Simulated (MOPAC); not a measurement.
A run for MOPAC: PM3 on H4P2 (SMILES PP), a point of a bond scan (R = 3.038 Å).

```
PM3 1SCF PRECISE CHARGE=0 THREADS=1
H4P2

P     -0.98931421 1    -0.53589241 1     0.00725596 1
P      1.68183416 1     0.91101710 1    -0.01233513 1
H     -1.52762971 1     0.25159167 1    -1.04540375 1
H     -1.54504892 1     0.31148207 1     1.00280738 1
H      2.23756887 1     0.06364262 1    -1.00788655 1
H      2.22014966 1     0.12353302 1     1.04032458 1
```

Program output:

```
*******************************************************************************
 **                                                                           **
 **                              MOPAC v23.2.5                                **
 **                                                                           **
 *******************************************************************************
 ** MOPAC's Digital Object Identifier: https://doi.org/10.5281/zenodo.6511958 **
 **                                                                           **
 ** Please cite the open-source release paper for use of this MOPAC version:  **
 ** J. E. Moussa and J. J. P. Stewart (2026)                                  **
 ** MOPAC: An open-source semiempirical molecular orbital program             **
 ** J. Open Source Softw., 11(119), 8025, https://doi.org/10.21105/joss.08025 **
 *******************************************************************************

                              PM3 CALCULATION RESULTS

 *******************************************************************************
 *  PM3        - The PM3 Hamiltonian to be used
 *
 *
 *
 *                 CHARGE ON SYSTEM = 0
 *
 *
 *
 *  PRECISE    - TIGHTER CRITERIA TO BE USED
 *  1SCF       - DO 1 SCF AND THEN STOP
 *  THREADS=1  - MULTI-THREADING NOT USED
 *  T=         - A TIME OF 172800.0 SECONDS REQUESTED
 *  DUMP=N     - RESTART FILE WRITTEN EVERY 7200.0 SECONDS REQUESTED
 *******************************************************************************
PM3 1SCF PRECISE CHARGE=0 THREADS=1
 H4P2

   ATOM   CHEMICAL          X               Y               Z
  NUMBER   SYMBOL      (ANGSTROMS)     (ANGSTROMS)     (ANGSTROMS)

     1       P         -0.98931421  *  -0.53589241  *   0.00725596  *
     2       P          1.68183416  *   0.91101710  *  -0.01233513  *
     3       H         -1.52762971  *   0.25159167  *  -1.04540375  *
     4       H         -1.54504892  *   0.31148207  *   1.00280738  *
     5       H          2.23756887  *   0.06364262  *  -1.00788655  *
     6       H          2.22014966  *   0.12353302  *   1.04032458  *



          CARTESIAN COORDINATES

    NO.       ATOM           X           Y           Z

     1         P         -0.9893     -0.5359      0.0073
     2         P          1.6818      0.9110     -0.0123
     3         H         -1.5276      0.2516     -1.0454
     4         H         -1.5450      0.3115      1.0028
     5         H          2.2376      0.0636     -1.0079
     6         H          2.2201      0.1235      1.0403

  H: (PM3): J. J. P. STEWART, J. COMP. CHEM. 10, 209 (1989).
  P: (PM3): J. J. P. STEWART, J. COMP. CHEM. 10, 209 (1989).

           Empirical Formula: H4 P2  =     6 atoms



      MOLECULAR POINT GROUP   :   C2h


      RHF CALCULATION, NO. OF DOUBLY OCCUPIED LEVELS = 7


 -------------------------------------------------------------------------------
 PM3 1SCF PRECISE CHARGE=0 THREADS=1
 H4P2



     1SCF WAS SPECIFIED, SO BFGS WAS NOT USED
     SCF FIELD WAS ACHIEVED


                              PM3 CALCULATION
                                                       MOPAC v23.2.5 Linux




          FINAL HEAT OF FORMATION =         50.16489 KCAL/MOL =     209.88991 KJ/MOL


          COSMO AREA              =        102.28 SQUARE ANGSTROMS
          COSMO VOLUME            =         84.39 CUBIC ANGSTROMS

          IONIZATION POTENTIAL    =          8.293748 EV
          HOMO LUMO ENERGIES (EV) =         -8.294 -2.158
          NO. OF FILLED LEVELS    =          7
          MOLECULAR WEIGHT        =         65.9791         POINT GROUP:  C2h

          MOLECULAR DIMENSIONS (Angstroms)

            Atom       Atom       Distance
            H     6    H     3     4.29098
            H     5    H     4     3.60080
            P     1    P     2     1.57893


          SCF CALCULATIONS        =          1





   ATOM   CHEMICAL          X               Y               Z
  NUMBER   SYMBOL      (ANGSTROMS)     (ANGSTROMS)     (ANGSTROMS)

     1       P         -0.98931421  *  -0.53589241  *   0.00725596  *
     2       P          1.68183416  *   0.91101710  *  -0.01233513  *
     3       H         -1.52762971  *   0.25159167  *  -1.04540375  *
     4       H         -1.54504892  *   0.31148207  *   1.00280738  *
     5       H          2.23756887  *   0.06364262  *  -1.00788655  *
     6       H          2.22014966  *   0.12353302  *   1.04032458  *

                             CARTESIAN COORDINATES

   1    P       -0.989314210    -0.535892410     0.007255960
   2    P        1.681834160     0.911017100    -0.012335130
   3    H       -1.527629710     0.251591670    -1.045403750
   4    H       -1.545048920     0.311482070     1.002807380
   5    H        2.237568870     0.063642620    -1.007886550
   6    H        2.220149660     0.123533020     1.040324580


           Empirical Formula: H4 P2  =     6 atoms



      MOLECULAR POINT GROUP   :   C2h


                  EIGENVALUES
 -25.00942 -23.63872 -12.82776 -12.21769 -10.43415 -10.21385  -8.29375  -2.15766
   1.01576   1.08292   1.09266   1.13191


              NET ATOMIC CHARGES AND DIPOLE CONTRIBUTIONS

  ATOM NO.   TYPE          CHARGE      No. of ELECS.   s-Pop       p-Pop
    1          P           0.199020        4.8010     1.80479     2.99619
    2          P           0.199020        4.8010     1.80479     2.99619
    3          H          -0.099510        1.0995     1.09951
    4          H          -0.099510        1.0995     1.09951
    5          H          -0.099510        1.0995     1.09951
    6          H          -0.099510        1.0995     1.09951
 DIPOLE           X         Y         Z       TOTAL
 POINT-CHG.     0.000     0.000     0.000     0.000
 HYBRID        -0.000    -0.000    -0.000     0.000
 SUM            0.000     0.000     0.000     0.000


          ATOMIC ORBITAL ELECTRON POPULATIONS

     Atom    s        px        py        pz
    1  P   1.80479   0.98119   1.13644   0.87856
    2  P   1.80479   0.98119   1.13644   0.87856
    3  H   1.09951
    4  H   1.09951
    5  H   1.09951
    6  H   1.09951

 **********************
 *                    *
 * JOB ENDED NORMALLY *
 *                    *
 **********************




 == MOPAC DONE ==
```

The run finished.

Cost: about 0.03 core-seconds (a rough figure).
